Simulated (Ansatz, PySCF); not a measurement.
Stretching the O4–H5 bond in BH3O (SMILES BO) (multiplicity 1 held, fragments rigid). Energies count from the point at 0.963 Å.
Geometry at that point (charge 0, multiplicity 1):
```xyz
5

B     -0.448    -0.553     0.061
H     -0.338    -1.338     0.952
H     -1.302    -0.642    -0.773
O      0.445     0.460     0.028
H      0.321     1.070    -0.707
```

Restricted levels (R-, RO-) in cc, def2 and unpolarised 6-31G sets keep to the state of the molecule at rest. U- levels take the lowest unrestricted solution at each point, which mixes spins at long bonds. Curves can end on different states.

Cores are frozen in the correlated methods. Rows in 3-21G carry no dispersion term and start afresh at each structure.

Run with Ansatz (Gaussian basis) for Hartree–Fock, density functionals and correlated methods; PySCF for 3-21G rows. Values without a source in brackets are computed.

One of these levels gives 862.4 kJ/mol for the energy at R = 3.082 Å. Name it.
A) R-HF/3-21G
B) R-SCS-MP2/cc-pVTZ
C) U-CCSD/cc-pVTZ

A, R-HF/3-21G. The others give 514.9 (R-SCS-MP2/cc-pVTZ), 454.2 (U-CCSD/cc-pVTZ)

Doubts at one or more of the structures used: a restricted determinant that unrestricted orbitals would lower (R-HF/3-21G, R-SCS-MP2/cc-pVTZ); a spin-contaminated determinant (U-CCSD/cc-pVTZ).

Ansatz is a program for electronic structure.
